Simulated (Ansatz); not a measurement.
Basis-set extrapolation for C4H11B, SMILES `BCC(C)C` (PBE0-D4/def2-TZVP geometry, frozen core, Ansatz 0.2.0). Multiplicity 1, RHF reference.

|  | def2-TZVPP | def2-QZVPP |
| --- | --- | --- |
| HF | -182.611044 | -182.619928 |
| MP2 correlation | -0.811975 | -0.862029 |
| CCSD(T) correlation | -0.906718 | not run |

Energies in hartree. Use E(X) = E(∞) + A·exp(−7.88·√X) for Hartree–Fock and E(X) = E(∞) + B·X^(−2.97) for correlation, with X = 3 and 4, and add CCSD(T) minus MP2 of the smaller set to the MP2 limit.

Problem. What is the CCSD(T) energy at the basis-set limit?

Solution. HF limit: -182.619928 + (-0.008884) × 0.13774 = -182.62115. MP2 limit: -0.862029 + (-0.050054) × 0.74074 = -0.89911. Higher-order term: -0.906718 − (-0.811975) = -0.09474. Total: -183.61500 hartree, 255.3 kJ/mol below CCSD(T)/def2-TZVPP.
